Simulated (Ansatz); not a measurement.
Species: CH4O2 (charge 0, singlet). 
Geometry from a B3LYP-D3(BJ)/def2-TZVP (Ansatz, a program for electronic structure) optimisation:
```xyz
7

O     -1.0706     0.4529     0.2878
C     -0.1133    -0.5141    -0.0675
O      1.1760     0.0251    -0.2250
H     -1.1199     1.1035    -0.4232
H     -0.3449    -0.9848    -1.0262
H     -0.1496    -1.2587     0.7315
H      1.4512     0.3997     0.6207
```

Computed values are from Ansatz. Correlated levels leave the core frozen unless marked. UHF or UKS for open shells. No spin-orbit coupling. Non-relativistic. CBS marks a two-point X^-3 extrapolation of the correlation energy; Hartree-Fock from the larger set. [CCSD(T)-MP2]/basis is that difference in the basis named.

```yaml
atomisation energy De: 2602.9 kJ/mol at RI-MP2/CBS(aug-cc-pVTZ,aug-cc-pVQZ)+[CCSD(T)-MP2]/aug-cc-pVTZ
total_energy: -190.7940 Eh at RI-MP2/CBS(aug-cc-pVTZ,aug-cc-pVQZ)+[CCSD(T)-MP2]/aug-cc-pVTZ
dipole_moment: 0.08 D at CCSD(T)/aug-cc-pVDZ
T1 diagnostic: 0.012 at CCSD/aug-cc-pVTZ
measured enthalpy of formation, 298 K: "-392.6 kJ/mol (Active Thermochemical Tables 1.112 (ions: stationary electron), as tabulated in the package chemicals)"
```
